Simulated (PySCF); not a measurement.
Identify the unknown among the candidates.

All candidates are C6H15NSi2.

* 1H NMR: chemical shifts (computed TMS as zero) by class: 6.88 (1 H), 6.33 (1 H), 5.61 (1 H), 3.76 (3 H), 3.75 (3 H), 3.70 (1 H), 1.92 (3 H), 1.60 (1 H), 1.15 (1 H) ppm [GIAO PBE0/pcSseg-1]
* Rotational structure: rotational constants A, B, C: 1.086, 0.866, 0.600 GHz [GFN2-xTB]
* 13C NMR: chemical shifts (computed TMS as zero) by class: 163.0 (1 C), 142.6 (1 C), 128.0 (1 C), 49.0 (1 C), 19.0 (1 C), 18.9 (1 C) ppm [GIAO PBE0/pcSseg-1]
* NMR, other nuclei: isotropic shieldings of nuclei other than C and H, by class: -100 (1 N), 418 (1 Si), 420 (1 Si) ppm [GIAO PBE0/pcSseg-1]
* Dipole: 1.57 D [PBE0/pcSseg-1]

Gas-phase values; electronic properties from PySCF, density fitting. Levels stand in brackets. Isolated species at its GFN2-xTB geometry (one conformer only). NMR values are class means; diastereotopic atoms form classes of their own.

Question: Which candidate is it?
A. `NC[C@@H]1[SiH2]C=C1CC[SiH3]`
B. `C=C/C(C)=N/[C@@H]([SiH3])C[SiH3]`
C. `CNC[C@@H]1C[SiH2]C=C1[SiH3]`
D. `CC(C)N[Si@@H]1C=CC[SiH2]1`
E. `C=CCN[Si@H]1C[Si@@H](C)C1`

Answer: B. It is `C=C/C(C)=N/[C@@H]([SiH3])C[SiH3]`. Numbering: `[CH2:1]=[CH:2]/[C:3]([CH3:4])=[N:5]/[C@@H:6]([SiH3:7])[CH2:8][SiH3:9]`. Its formula, C6H15NSi2, gives 2 degrees of unsaturation: 0 rings and 2 π bonds in the structure found. 6 carbons fall into 6 classes; from least to most shielded: imine carbon [C3] (163.0 ppm), alkene CH carbon [C2] (142.6 ppm), terminal =CH2 carbon [C1] (128.0 ppm), sp3 carbon bound to nitrogen [C6] (49.0 ppm), sp3 carbon bound to silicon [C8] (19.0 ppm), methyl carbon [C4] (18.9 ppm). Hydrogen classes from least to most shielded: 1 H on a terminal =CH2 carbon, C1 (6.88 ppm), 1 H on an alkene CH carbon, C2 (6.33 ppm), 1 H on a terminal =CH2 carbon, C1 (5.61 ppm), 3 H on an SiH3 silicon, Si7 (3.76 ppm), 3 H on an SiH3 silicon, Si9 (3.75 ppm), 1 H on an sp3 carbon bound to nitrogen, C6 (3.70 ppm), 3 H on a methyl carbon, C4 (1.92 ppm, a mean of values up to 0.8 ppm apart in this geometry), 1 H on an sp3 carbon bound to silicon, C8 (1.60 ppm), 1 H on an sp3 carbon bound to silicon, C8 (1.15 ppm). The other shieldings belong to: -100 ppm, imine nitrogen [N5]; 418 ppm, SiH3 silicon [Si7]; 420 ppm, SiH3 silicon [Si9]. The optimised geometry has point group C1 and is an asymmetric top.

The others, at the same levels:
- `C=CCN[Si@H]1C[Si@@H](C)C1` fails: it has 5 carbon classes against 6; its computed 13C shifts are 149.4 (1 C), 119.2 (1 C), 50.1 (1 C), 2.1 (2 C), 0.3 (1 C) ppm, 1H shifts are 6.26 (1 H), 5.88 (1 H), 5.33 (1 H), 5.21 (1 H), 5.11 (1 H), 3.51 (2 H), 0.42 (2 H), 0.41 (1 H), 0.36 (3 H), 0.23 (2 H) ppm and rotational constant A is 3.027 GHz (against 1.086 GHz).
- `NC[C@@H]1[SiH2]C=C1CC[SiH3]` fails: its computed 13C shifts are 180.7 (1 C), 129.2 (1 C), 50.6 (1 C), 49.9 (1 C), 34.8 (1 C), 2.5 (1 C) ppm, 1H shifts are 5.70 (1 H), 4.77 (1 H), 4.57 (1 H), 3.83 (3 H), 3.40 (1 H), 2.80 (1 H), 2.48 (1 H), 2.12 (1 H), 2.09 (1 H), 1.06 (1 H), 1.02 (1 H), 0.47 (2 H) ppm and rotational constant A is 2.205 GHz (against 1.086 GHz).
- `CNC[C@@H]1C[SiH2]C=C1[SiH3]` fails: its computed 13C shifts are 181.9 (1 C), 143.6 (1 C), 59.5 (1 C), 51.4 (1 C), 36.3 (1 C), 21.5 (1 C) ppm, 1H shifts are 6.64 (1 H), 4.64 (1 H), 4.57 (1 H), 4.19 (3 H), 3.21 (1 H), 3.08 (1 H), 2.66 (1 H), 2.47 (3 H), 1.35 (1 H), 0.56 (1 H), -0.13 (1 H) ppm and rotational constant A is 1.826 GHz (against 1.086 GHz).
- `CC(C)N[Si@@H]1C=CC[SiH2]1` fails: its computed 13C shifts are 162.6 (1 C), 137.7 (1 C), 48.2 (1 C), 29.3 (1 C), 29.0 (1 C), 21.3 (1 C) ppm, 1H shifts are 7.31 (1 H), 6.48 (1 H), 5.56 (1 H), 3.58 (1 H), 3.57 (1 H), 2.83 (1 H), 2.20 (1 H), 2.00 (1 H), 1.17 (3 H), 1.14 (3 H), -0.53 (1 H) ppm and rotational constant A is 2.300 GHz (against 1.086 GHz).

Each candidate is one conformer, not necessarily the lowest. Dipoles, sizes and rotational constants follow the conformer. The torsions of the flexible species, by atom-mapped SMILES:
- `[CH2:1]=[CH:2]/[C:3]([CH3:4])=[N:5]/[C@@H:6]([SiH3:7])[CH2:8][SiH3:9]`: C1–C2–C3–C4 177°, C3–N5–C6–Si7 90°, N5–C6–C8–Si9 58°
- `[CH2:1]=[CH:2][CH2:3][NH:4][Si@H:5]1[CH2:6][Si@@H:7]([CH3:8])[CH2:9]1`: C1–C2–C3–N4 -125°, C2–C3–N4–Si5 -81°, C3–N4–Si5–C6 -166°
- `[NH2:1][CH2:2][C@@H:3]1[SiH2:4][CH:5]=[C:6]1[CH2:7][CH2:8][SiH3:9]`: N1–C2–C3–Si4 -69°, C5–C6–C7–C8 2°, C6–C7–C8–Si9 67°, H–N1–C2–C3 61°, H–N1–C2–C3 -57°

The conformers of `CNC[C@@H]1C[SiH2]C=C1[SiH3]` and `CC(C)N[Si@@H]1C=CC[SiH2]1` aren't listed.
